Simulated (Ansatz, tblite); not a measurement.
Removing an electron: MoO3⁻ (the lowest doublet isomer of a short search). Total charge -1; doublet. Geometry: r2SCAN-D4/def2-TZVPD. Ansatz, gas phase; energy differences of separate SCF runs; the oxidised species is a singlet (the triplet lies 1.72 eV higher at PBE0-D4/def2-TZVPD).

```xyz
4

Mo   -0.074   -0.198    0.208
O    -1.615    0.388   -0.350
O     0.878    0.963    1.087
O     0.811   -1.153   -0.945
```

In the def2 sets Mo takes a core potential; there is no spin–orbit coupling. The xTB rows come from tblite. The structure comes from a short search, and lower isomers may exist.

```tsv
level	−HOMO (eV)	vertical IE (eV)	−LUMO (eV)	HOMO–LUMO gap (eV)
GFN1-xTB	–	7.55	–	–
PBE-D4/def2-TZVPD	0.13	3.07	-1.23	1.36
PBE0-D4/def2-TZVPD	1.43	3.39	-2.12	3.55
```

(1) Estimate the rows for GFN2-xTB, r2SCAN-D4/def2-TZVPD.

Answers

(1) 
```csv
level,−HOMO (eV),vertical IE (eV),−LUMO (eV),HOMO–LUMO gap (eV)
GFN2-xTB,–,9.00,–,–
r2SCAN-D4/def2-TZVPD,0.52,3.25,-1.57,2.09
```

  HOMO and LUMO are the levels of the spin that leaves or enters (xTB has no such levels and no spin-polarisation term). Other spin states of the ions may lie lower, which would lower the ionisation energy or raise the affinity. Raw xTB energy differences between charge states are shifted by several eV; the methods need an empirical correction for them.
